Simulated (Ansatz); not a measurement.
Ge₂H₂ (the lowest singlet isomer of a short search) was relaxed with r2SCAN-D4 (def2-TZVP) in Ansatz in these states: charge +1 doublet, neutral quintet, neutral singlet, neutral triplet. The geometries follow in no particular order.

A:

```xyz
4

Ge    0.710    0.912   -0.461
Ge    0.037   -1.187    0.371
H    -0.145    0.444    1.003
H    -0.601   -0.169   -0.913
```

B:

```xyz
4

Ge   -0.119   -1.404    0.062
Ge    0.249    1.388   -0.015
H     0.291   -0.066   -1.016
H    -0.421    0.082    0.968
```

C:

```xyz
4

Ge   -0.859    0.542    0.920
Ge    0.859   -0.542   -0.920
H    -0.841   -0.039   -0.763
H     0.841    0.039    0.763
```

D:

| atom | x (Å) | y (Å) | z (Å) |
| --- | --- | --- | --- |
| Ge1 | 0.984 | 0.726 | -0.374 |
| Ge2 | -1.022 | -0.672 | -0.375 |
| H3 | 0.610 | -0.875 | 0.283 |
| H4 | -0.572 | 0.821 | 0.465 |

Task: Judge from the bond lengths which geometry belongs to which state (an estimate).

Result: A is the neutral singlet (Ge1–Ge2 2.356 Å, Ge2–H4 1.759 Å, Ge1–H4 1.759 Å); B is the neutral triplet (Ge1–Ge2 2.817 Å, Ge2–H4 1.767 Å, Ge1–H4 1.767 Å); C is the neutral quintet (Ge1–Ge2 2.741 Å, Ge2–H4 1.780 Å, Ge1–H4 1.780 Å); D is the charge +1 doublet (Ge1–Ge2 2.445 Å, Ge2–H4 1.771 Å, Ge1–H4 1.771 Å).

At PBE0-D4/def2-TZVP a singlet lies 1.51 eV below the neutral triplet. At PBE0-D4/def2-TZVP a singlet lies 4.10 eV below the neutral quintet. These are the stationary points nearest to one start from a short search; other shapes may lie lower in each state.
